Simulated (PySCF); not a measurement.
Work out the structure from these simulated measurements.

Formula: C6H2F3N3.

- 1H NMR: chemical shifts (computed TMS as zero) by class: 9.55 (2 H) ppm [GIAO PBE0/pcSseg-1]
- 13C NMR: chemical shifts (computed TMS as zero) by class: 173.0 (2 C), 164.1 (1 C), 123.9 (1 C), 90.0 (1 C), 84.6 (1 C) ppm [GIAO PBE0/pcSseg-1]
- NMR, other nuclei: isotropic shieldings of nuclei other than C and H, by class: -59 (2 N), -55 (1 N), 234 (3 F) ppm [GIAO PBE0/pcSseg-1]
- Dipole: 2.46 D [PBE0/pcSseg-1]
- Rotational structure: rotational constants A, B, C: 3.055, 0.364, 0.345 GHz [GFN2-xTB]

The electronic properties come from PySCF, for the isolated species, density fitting. Levels stand in brackets. Isolated species at its GFN2-xTB geometry, gas phase. Each NMR value is the plain mean over a class of atoms that symmetry, rotation or inversion makes alike.

**Question.** Give a SMILES that accounts for the data.

**Answer.** Numbering: `[F:1][C:2]([F:3])([F:4])[C:5]#[C:6][c:7]1[n:8][cH:9][n:10][cH:11][n:12]1`. Its formula, C6H2F3N3, gives 6 degrees of unsaturation: 1 ring and 5 π bonds in the structure found (Kekulé form). 6 carbons fall into 5 classes; from least to most shielded: aromatic CH next to a ring nitrogen [C9/C11] (173.0 ppm, 2 C), substituted aromatic carbon [C7] (164.1 ppm), CF3 carbon [C2] (123.9 ppm), alkyne carbon [C6] (90.0 ppm), alkyne carbon [C5] (84.6 ppm). All hydrogens form one class (9.55 ppm): aromatic hydrogen. The other shieldings belong to: -59 ppm, pyridine-type nitrogen [N8/N12]; -55 ppm, pyridine-type nitrogen [N10]; 234 ppm, fluorine of a CF3 group [F1/F3/F4]. By its constants the optimised geometry is an asymmetric top. Structure: `n1c(C#CC(F)(F)F)ncnc1`. The assignments are read from this structure; whether some other isomer fits the data as well wasn't checked.
